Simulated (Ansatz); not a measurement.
Start from `N[SiH](O)[SbH2]` and change one atom or group to get `N[SiH](O)[SnH3]`.

Ansatz, PBE0-D4/def2-TZVP geometries, multiplicity 1. Each molecule was computed in one conformer, which needn't be the lowest.

Elements past krypton have def2 core potentials.  Spin–orbit coupling is left out; it splits and shifts lone-pair levels of the heavy atoms by tenths of an eV.

```tsv
property	`N[SiH](O)[SbH2]`
HOMO–LUMO gap (PBE/def2-TZVPP) / eV	4.70
LUMO energy (PBE0/def2-TZVPP) / eV	-0.09
HOMO energy (ωB97M-V/def2-TZVPP) / eV	-8.64
size of the dipole moment (PBE/def2-TZVPP) / D	2.20
HOMO energy (PBE/def2-TZVPP) / eV	-5.57
HOMO–LUMO gap (B3LYP/def2-TZVPP) / eV	6.12
```

Question: What does the change do to each property? (Estimate.)

Answer: Ansatz gave: 
```json
{"property": "HOMO–LUMO gap (PBE/def2-TZVPP) / eV", "`N[SiH](O)[SnH3]`": "5.33", "shift": "0.63"}
{"property": "LUMO energy (PBE0/def2-TZVPP) / eV", "`N[SiH](O)[SnH3]`": "-0.04", "shift": "0.05"}
{"property": "HOMO energy (ωB97M-V/def2-TZVPP) / eV", "`N[SiH](O)[SnH3]`": "-9.35", "shift": "-0.71"}
{"property": "size of the dipole moment (PBE/def2-TZVPP) / D", "`N[SiH](O)[SnH3]`": "1.12", "shift": "-1.08"}
{"property": "HOMO energy (PBE/def2-TZVPP) / eV", "`N[SiH](O)[SnH3]`": "-6.13", "shift": "-0.56"}
{"property": "HOMO–LUMO gap (B3LYP/def2-TZVPP) / eV", "`N[SiH](O)[SnH3]`": "6.86", "shift": "0.74"}
```

With PBE0 the HOMO falls by 0.67 eV and the LUMO rises by 0.05 eV, so the gap widens by about 0.72 eV. PBE moves the HOMO by -0.56 eV and ωB97M-V by -0.71 eV. Dipoles are sizes alone; their direction can turn.

B3LYP here is the variant with VWN-RPA as its local correlation; programs differ in this.
